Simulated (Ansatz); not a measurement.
Born–Oppenheimer molecular dynamics of ClF₃H₂Si (7 atoms, charge 0, multiplicity 1). It starts at the highest image of a converged band. Of that band: Neighbouring images differ by up to 1.4 eV, so the band resolves the path poorly. A vibrational analysis at the climbing image gives one clearly imaginary mode, 509i cm⁻¹: a first-order saddle point.

Method: Ansatz 0.2.0, RHF/def2-SVP.

* ensemble: NVE (velocity Verlet)
* time step: 0.5 fs
* steps asked: 200
* starting velocities drawn for: 300 K
* seed: 10592

First frame:

```xyz
7
Properties=species:S:1:pos:R:3
Si -0.205 0.039 -0.068
F -0.046 -0.116 1.745
F 1.393 0.085 -0.132
H -0.564 1.259 -0.750
F -0.507 -1.401 -0.646
Cl -2.428 0.114 0.933
H -1.053 -0.086 1.927
```

Task: How far do the bonds stretch over the last three quarters of this one trajectory? (Pairs bonded in most of those frames.)

Result: 
```
   bond  mean (Å)  spread (Å)  shortest  longest
 Si1–F3     1.604       0.041      1.53     1.66
 Si1–H4     1.455       0.005      1.44     1.46
 Si1–F5     1.591       0.016      1.57     1.62
Si1–Cl6     2.117       0.090      2.03     2.35
  F2–H7     0.912       0.025      0.87     0.97
```

Mean temperature of the second half: 1872 K. The conserved energy stayed within 0.16 meV per atom of its start (net change -0.078 meV per atom), so the integration is sound. The kinetic energy rose, since the run started high on the potential surface and went downhill. It ends in pieces (ClF2HSi + FH), so much of that is their flight and rotation, not heat. A run of 0.1 ps of so small a system gives no equilibrium averages. The orbitals stay closed-shell, which can raise the energy where a bond breaks towards radicals; this wasn't checked here.

Time of the run: 4.5 min on 1 thread of Arm Neoverse V1 (shared host), peak memory 0.16 GiB.
